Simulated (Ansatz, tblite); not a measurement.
Isomers of Mo7⁺ (doublet), found by a short tight-binding search and relaxed with PBE-D4/def2-SVP in Ansatz.

In the def2 sets Mo takes a core potential; there is no spin–orbit coupling. The xTB rows come from tblite. Correlated methods freeze no core orbitals; core or outer-core shells of Mo are correlated, in sets that lack core-valence functions.

Run but left out: HF/def2-TZVP, PBE0-D4/def2-SVP, PBE0-D4/def2-TZVP, LC-ωPBE/def2-TZVP, MP2/def2-TZVP (A: ⟨S²⟩ 1.27 to 12.94, where a pure state has 0.75).

A: At r2SCAN-D4/def2-TZVP the charge 1 doublet is spin-contaminated (final ⟨S²⟩ up to 0.94, 0.75 for a pure state). B: At r2SCAN-D4/def2-TZVP the charge 1 doublet is spin-contaminated (final ⟨S²⟩ up to 0.87, 0.75 for a pure state). C: At r2SCAN-D4/def2-TZVP the charge 1 doublet is spin-contaminated (final ⟨S²⟩ up to 0.93, 0.75 for a pure state).

Other spin states weren't relaxed.

A:

```xyz
7

Mo    1.6577   -0.0977   -0.3743
Mo    0.3576   -0.0726    2.4301
Mo   -0.4241   -0.5717   -2.2793
Mo   -0.5748   -1.2682    0.1844
Mo   -0.3910    1.0366    0.1177
Mo   -1.7195   -0.0096    2.2623
Mo    1.0941    0.9833   -2.3408
```

B:

```xyz
7

Mo   -0.018   -1.595   -1.152
Mo   -0.201    1.591    0.501
Mo   -1.443    0.110   -1.653
Mo   -1.864   -0.329    0.542
Mo    1.315    0.551   -0.889
Mo    1.868    0.786    1.446
Mo    0.344   -1.113    1.206
```

C:

Cartesian coordinates in Å:
```
Mo 0.931 1.198 0.918
Mo 0.451 -1.593 0.501
Mo -1.187 0.044 1.577
Mo -1.274 1.490 -0.225
Mo 2.241 -0.275 -0.323
Mo -1.512 -1.029 -0.760
Mo 0.351 0.165 -1.687
```

Problem. Estimate which lies lowest at each level, and how far above it the others are (kJ/mol).

Solution. 
```json
{"level": "GFN1-xTB", "A": "684.1", "B": "181.8", "C": "0.0"}
{"level": "GFN2-xTB", "A": "563.2", "B": "85.3", "C": "0.0"}
{"level": "PBE-D4/def2-SVP", "A": "135.5", "B": "27.5", "C": "0.0"}
{"level": "PBE-D4/def2-TZVP", "A": "137.7", "B": "27.9", "C": "0.0"}
{"level": "r2SCAN-D4/def2-TZVP", "A": "147.6", "B": "31.6", "C": "0.0"}
{"level": "RPA@PBE/def2-TZVP", "A": "126.7", "B": "23.5", "C": "0.0"}
```
Point groups (tolerance 0.1 Å): A not assigned, B Cs, C Cs. Lower isomers may exist.
